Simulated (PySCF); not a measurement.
## Field gradients at the hydrogen positions

C7H6F2.
Geometry (GFN2-xTB, Å), atoms numbered from 1 in this order:
```
atom  x, y, z in Å
C1     2.2021   -1.2766   -1.1960
C2     1.5510   -0.5627   -0.4894
C3     0.7637    0.2859    0.3750
F4     1.3428    0.3508    1.6312
C5     0.3755    1.6821   -0.2025
C6    -1.0430    1.1790   -0.1475
C7    -0.7302    0.0001    0.3893
C8    -1.4480   -1.2120    0.8507
F9    -2.7932   -1.1169    0.6001
H10    2.7725   -1.8954   -1.8223
H11    0.7766    1.9017   -1.1906
H12    0.6032    2.4956    0.4835
H13   -1.9673    1.6319   -0.4496
H14   -1.0819   -2.1054    0.3279
H15   -1.3282   -1.3499    1.9335
```

Level: PBE0/pcSseg-1 (PySCF, non-relativistic); Q(2H) = 0.00286 b; rigid geometry, the same for H and D, with no vibrational averaging.

Question: Rank these positions by the coupling χzz of a deuteron there, largest first.
A. H13 (vinylic hydrogen)
B. H10 (alkyne hydrogen)
C. H15 (methylene hydrogen)
D. H12 (methylene hydrogen)

Answer: B (265 kHz), A (231 kHz), D (208 kHz), C (189 kHz).

Question: What are Vzz, η and χzz (234.96 MHz × Q × Vzz) at all hydrogens?

Answer: 
| atom | bonded to | bond length (Å) | Vzz (au) | η | χzz (kHz) |
| --- | --- | --- | --- | --- | --- |
| H10 | C1 | 1.049 | 0.3949 | 0.01 | 265 |
| H11 | C5 | 1.089 | 0.3084 | 0.01 | 207 |
| H12 | C5 | 1.088 | 0.3096 | 0.01 | 208 |
| H13 | C6 | 1.073 | 0.3434 | 0.02 | 231 |
| H14 | C8 | 1.098 | 0.2812 | 0.08 | 189 |
| H15 | C8 | 1.098 | 0.2816 | 0.08 | 189 |

Question: How does χzz go with the bond length over the 6 C–H bonds?

Answer: A straight-line fit has a slope of -15.5 kHz for each 0.01 Å, with a correlation coefficient of -1.00, over lengths from 1.049 to 1.098 Å. The longer bonds have the smaller couplings here.

Isolated species at its GFN2-xTB geometry (one conformer only). GFN2-xTB bond lengths can be off by several hundredths of an ångström, more for odd bonds, and the gradients follow them. A larger basis could move these couplings by a tenth or more.
